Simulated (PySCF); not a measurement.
**Removing an electron from `CC(C)=C(C)CCl`**

Species: C6H11Cl.
Geometry (PBE0-D3(BJ)/def2-SVP, Å), atoms numbered from 1 in this order:
```xyz
18
C6H11Cl angstrom
C     -0.9881    0.8691   -0.3688
C     -0.2204   -0.3149    0.1423
C     -0.8515   -1.6305   -0.2215
C      0.9171   -0.2095    0.8639
C      1.5207    1.0783    1.3420
C      1.6876   -1.4173    1.2915
Cl     1.3982   -1.8184    3.0342
H     -1.9461    0.9729    0.1702
H     -0.4465    1.8185   -0.2841
H     -1.2458    0.7228   -1.4310
H     -0.6609   -1.8869   -1.2786
H     -1.9459   -1.5606   -0.1136
H     -0.5178   -2.4671    0.4046
H      0.8906    1.9557    1.1572
H      2.5038    1.2571    0.8730
H      1.6945    1.0136    2.4288
H      1.4389   -2.3190    0.7235
H      2.7695   -1.2422    1.2066
```

Level: CAM-B3LYP/def2-SVPD (PySCF). Frontier orbitals with their largest atomic shares (Löwdin; up to four atoms above 4 %):

| orbital | ε (eV) | main atoms |
| --- | --- | --- |
| HOMO−3 | -11.12 | C1 16 %, C3 16 %, C2 14 %, C5 11 % |
| HOMO−2 | -9.74 | Cl7 71 %, C6 12 %, C4 6 % |
| HOMO−1 | -9.70 | Cl7 76 %, C6 12 %, H17 4 % |
| HOMO | -8.09 | ? |
| LUMO | 0.82 | Cl7 28 %, C2 20 %, C4 15 %, C6 14 % |
| LUMO+1 | 1.18 | C1 14 %, C3 13 %, C5 8 %, Cl7 6 % |
| LUMO+2 | 1.77 | Cl7 19 %, H18 14 %, C6 10 %, C1 10 % |

Question: What vertical ionisation energy does ΔSCF give, and how far is −ε(HOMO) from it?

Answer: ΔSCF: 8.73 eV (842 kJ/mol; threshold wavelength 142 nm); ⟨S²⟩ of the doublet left behind is 0.753, against 0.75 for a pure doublet. −ε(HOMO) is 8.09 eV, 0.64 eV below it. For the exact functional −ε(HOMO) would equal the first vertical ionisation energy; CAM-B3LYP (range-separated hybrid) falls short of its own ΔSCF value by 7 %.

Question: On which atoms does the HOMO lie?

Answer: C4 (fully substituted alkene carbon) 32 %, C2 (fully substituted alkene carbon) 30 %, Cl7 (alkyl chlorine) 7 %, C5 (allylic carbon) 6 %, so no atom holds as much as 40 %. The HOMO−1 lies 1.61 eV lower.

Question: Shift the occupied levels rigidly so that −ε(HOMO) equals the ΔSCF value. What binding energies result?

Answer: The shift is +0.64 eV: HOMO 8.73, HOMO−1 10.34, HOMO−2 10.38, HOMO−3 11.76 eV. A rigid shift is only a rough guide to the deeper ionisations.

Question: What total energies stand behind the ΔSCF value?

Answer: E(N) = -695.02250 Eh and E(N − 1) = -694.70168 Eh at the same geometry, 0.32082 Eh apart.

Question: With α = 90.9 au, estimate the like-pair dispersion coefficient by London's formula C6 = (3/4)α²I.

Answer: I = 0.3208 Eh, so C6 ≈ 1990 au, a rough estimate.

The structure is a single PBE0-D3(BJ)/def2-SVP conformer in the gas phase; no vibrational or solvent corrections.
